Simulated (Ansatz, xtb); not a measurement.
GeH2P2−: where a starting geometry ends

The starting geometry of this gas-phase doublet has its atoms placed at random.

```xyz
5

Ge    0.3705    1.6033   -0.2848
P     1.4760   -1.4480   -0.1839
P     0.1944    0.3322    1.7308
H    -0.6657    0.1834   -0.4847
H     1.5205    0.3071    0.2945
```

Question: Guess where an optimisation with r2SCAN-D4/def2-SVPD ends from this start.

Answer: It ends as `[P-]1[PH][GeH]1`. Contacts that open: Ge1–H5 (1.83 → 2.99 Å). Contacts that close: Ge1–P2 (3.25 → 2.42 Å), P2–P3 (2.91 → 2.22 Å), P2–H5 (1.82 → 1.44 Å).

The energy falls by 4.20 eV over 12 steps:

| step | E − E(last) (eV) |
| --- | --- |
| 1 | 4.202 |
| 2 | 3.084 |
| 3 | 1.937 |
| 5 | 0.713 |
| 6 | 0.414 |
| 7 | 0.224 |
| 8 | 0.091 |
| 10 | 0.006 |
| 11 | 0.000 |
| 12 | 0.000 |

Final geometry (Å):

```xyz
5

Ge    0.0105    1.2857   -0.2733
P     1.3175   -0.7330    0.0367
P     0.2277    0.1104    1.7800
H    -1.2477    0.4224   -0.7753
H     2.5877   -0.1076    0.3039
```

From the same start GFN2-xTB reaches the same bonding as this run.

From so rough a start the end depends on the optimiser's path, so another program may land elsewhere. The end wasn't checked by frequencies. Open shells are spin-unrestricted. Run with Ansatz 0.2.0, 85 s on 2 threads of Intel(R) Xeon(R) 6975P-C (Granite Rapids) (shared host).
